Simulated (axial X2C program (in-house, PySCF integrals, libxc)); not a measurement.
# Outer orbitals of TiF⁺ at 1.719 Å, HF

Computed with an in-house all-electron X2C program for linear molecules (integrals from PySCF). Spin-free means the one-electron spin-free X2C Hamiltonian; two-component (2c) means X2C with spin–orbit coupling and atomic mean-field two-electron Coulomb and Gaunt terms, so the difference of the two also holds small scalar two-electron terms. Basis: Ti dyall-cv3z [10s10p6d4f2g], F dyall-av3z [7s6p3d2f] (cores contracted in-house); Gaussian nuclei, density fitting, unrestricted open shells. Masses: Ti 47.948 u, F 18.998 u.

The distance is close to the 2c PBE0 minimum; the highest filled and lowest empty levels are listed.

Spin-free orbitals, state M_S = 1, Λ = 0 (beyond evenly filled blocks: δ+α, δ-α) (Löwdin shares):

```tsv
symmetry	occupied	ε (eV)	atomic character
σβ	yes	-22.52	86% F p, 7% Ti d, 2% Ti p
σα	yes	-22.32	84% F p, 9% Ti d, 2% Ti p
π-β	yes	-21.93	87% F p, 6% Ti d, 3% Ti f
π+β	yes	-21.93	87% F p, 6% Ti d, 3% Ti f
π+α	yes	-21.74	86% F p, 7% Ti d, 3% Ti f
π-α	yes	-21.74	86% F p, 7% Ti d, 3% Ti f
δ-α	yes	-17.01	100% Ti d
δ+α	yes	-17.01	100% Ti d
σα	no	-6.15	70% Ti s, 18% Ti p, 6% F p
σβ	no	-5.76	69% Ti s, 23% Ti p, 5% F p
π+α	no	-3.84	69% Ti p, 27% Ti d, 4% F p
π-α	no	-3.84	69% Ti p, 27% Ti d, 4% F p
```

Spinors with spin–orbit coupling (state Ω = 1):

```tsv
ω	occupied	ε (eV)	atomic character	λ mixture
-1/2	yes	-22.52	86% F p, 7% Ti d, 2% Ti p	100% σ
1/2	yes	-22.32	84% F p, 9% Ti d, 2% Ti p	99% σ, 1% π
1/2	yes	-21.95	87% F p, 6% Ti d, 3% Ti f	99% π, 1% σ
-3/2	yes	-21.91	87% F p, 6% Ti d, 3% Ti f	100% π
-1/2	yes	-21.76	86% F p, 7% Ti d, 3% Ti f	100% π
3/2	yes	-21.72	86% F p, 7% Ti d, 3% Ti f	100% π
-3/2	yes	-17.04	100% Ti d	100% δ
5/2	yes	-17.00	100% Ti d	100% δ
1/2	no	-6.14	70% Ti s, 18% Ti p, 6% F p	100% σ
-1/2	no	-5.76	69% Ti s, 23% Ti p, 5% F p	100% σ
-1/2	no	-3.85	69% Ti p, 27% Ti d, 4% F p	100% π
3/2	no	-3.84	69% Ti p, 27% Ti d, 4% F p	100% π
```

Mulliken charges and populations of the two-component result (they depend on the basis, above all on diffuse functions):

Ti 1.54 e (s 6.03 p 12.05 d 2.33 f 0.04 g 0.01), F -0.54 e (s 3.95 p 5.57 d 0.02). ⟨Lz⟩ = 0.00 ħ and ⟨Sz⟩ = 1.00 ħ (1.02 and -0.02 on the two atoms), which add up to Ω.

The state is a single determinant with fixed occupations, the lowest that a limited PBE0 search found. PBE0 can misorder states that lie within some tenths of an eV, so this need not be the ground state of the molecule. The nearest other spin-free determinant of the search, M_S = 1, Λ = 2, lies 0.32 eV up at the distance of the search. With several unpaired electrons one determinant need not be a pure state. Open-shell Ω = 0 determinants with evenly filled partner blocks cannot be reached by this program, so the Ω shown need not be the lowest component.
